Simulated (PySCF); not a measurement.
C2H2N, SMILES [CH2]C#N, multiplicity 2. Coordinates come from a PBE0-D3(BJ)/def2-TZVP optimisation. The isomer is the one that the SMILES or the coordinates give; other isomers of the formula were not compared.

Computed equilibrium geometry at PBE0-D3(BJ)/def2-TZVP (PySCF confirms it by a frequency run) as bond lengths and angles, and its point group:
point group C2v.
Atoms: C1 C2 N3 H4 H5. Bonded distances (Å): C1–C2 1.376, C1–H4 1.081, C1–H5 1.081, C2–N3 1.165. Angles (°): C2–C1–H4 120.0, C2–C1–H5 120.0, H4–C1–H5 119.9, C1–C2–N3 180.0.
Charge 0, spin multiplicity 2.
